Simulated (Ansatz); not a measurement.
Process, species as SMILES: Cl[Si]Cl -> Cl[Si]Cl as doublet, charge +1 + e-
Geometries: B3LYP-D3(BJ)/def2-TZVP minima from Ansatz (an electronic-structure program). Unstable Hartree-Fock reference: Cl[Si]Cl. A spin state is the lowest found, not a proven ground state.

Property: adiabatic ionisation energy (electronic energy difference), in eV. Cores are frozen in the correlated levels unless marked. Open shells are spin-unrestricted. No spin-orbit coupling. No relativistic terms. CBS marks a two-point X^-3 extrapolation of the correlation energy; Hartree-Fock from the larger set.

```json
[
 {"level": "HF/cc-pV(T+d)Z", "program": "Ansatz", "adiabatic ionisation energy (eV)": "8.59"},
 {"level": "HF/cc-pV(Q+d)Z", "program": "Ansatz", "adiabatic ionisation energy (eV)": "8.56"},
 {"level": "PBE-D3(BJ)/def2-TZVPD", "program": "Ansatz + dftd3", "adiabatic ionisation energy (eV)": "9.40"},
 {"level": "r2SCAN-D4/def2-TZVPD", "program": "Ansatz + dftd4", "adiabatic ionisation energy (eV)": "9.30"}
]
```

Task: Predict the CCSD(T)/CBS(cc-pV(T+d)Z,cc-pV(Q+d)Z) result (Ansatz).

Result: 9.65 eV, so r2SCAN-D4/def2-TZVPD differs from it by -0.35 eV.
